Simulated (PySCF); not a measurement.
Al(AsH2)2(H) (AlAs₂H₅), SMILES [AsH2][AlH][AsH2]. Geometry optimised at PBE-D3(BJ)/def2-SVP. The structure was generated by enumeration; whether it is a known compound was not checked.

Computed equilibrium geometry at PBE-D3(BJ)/def2-SVP (PySCF confirms it by a frequency run) as bond lengths and angles, and its point group:
point group C2.
Atoms: Al1 As2 H3 H4 As5 H6 H7 H8. Bonds (Å): Al1–As2 2.453, Al1–As5 2.453, Al1–H8 1.605, As2–H3 1.542, As2–H4 1.541, As5–H6 1.542, As5–H7 1.541. Bond angles (°): As2–Al1–As5 121.5, As2–Al1–H8 119.2, As5–Al1–H8 119.2, Al1–As2–H3 89.8, Al1–As2–H4 90.7, H3–As2–H4 92.6, Al1–As5–H6 89.8, Al1–As5–H7 90.7, H6–As5–H7 92.6.
Charge 0, spin multiplicity 1.
